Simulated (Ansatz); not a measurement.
BFH4O2Si (`BO[SiH](O)F`). Total charge 0; spin multiplicity 1.

```xyz
9

B     1.341    0.512    1.228
O     0.208   -0.121    0.853
Si   -0.473   -0.423   -0.598
O    -1.899    0.344   -0.594
F    -0.691   -1.990   -0.716
H     1.583    0.580    2.398
H     2.070    0.983    0.396
H     0.412   -0.019   -1.704
H    -2.550    0.134   -1.264
```

List the harmonic frequencies (cm⁻¹, unscaled) at PBE0-D4/def2-TZVP in Ansatz. (An estimate is asked.)

Computed: 40, 133, 165, 222, 298, 341, 409, 751, 774, 841, 849, 948, 990, 1026, 1062, 1235, 1390, 2293, 2549, 2649, 3938.

Is this a minimum?

Yes, all 21 modes are real.

Give the ideal-gas thermochemistry at 298.15 K and 1 bar (rigid rotor, harmonic oscillator; point group C1, symmetry number 1).

Zero-point energy 137.0 kJ/mol; H(298) − E = 158.1 kJ/mol; entropy 348.2 J/(mol·K), of which translation 165.5, rotation 109.9, vibration 72.8; G(298) − E = 54.3 kJ/mol. Modes under 100 cm⁻¹ are hindered rotations or soft bends, so the harmonic entropy is rough.

Rotational constants (cm⁻¹)?

0.2267, 0.1041, 0.07939.
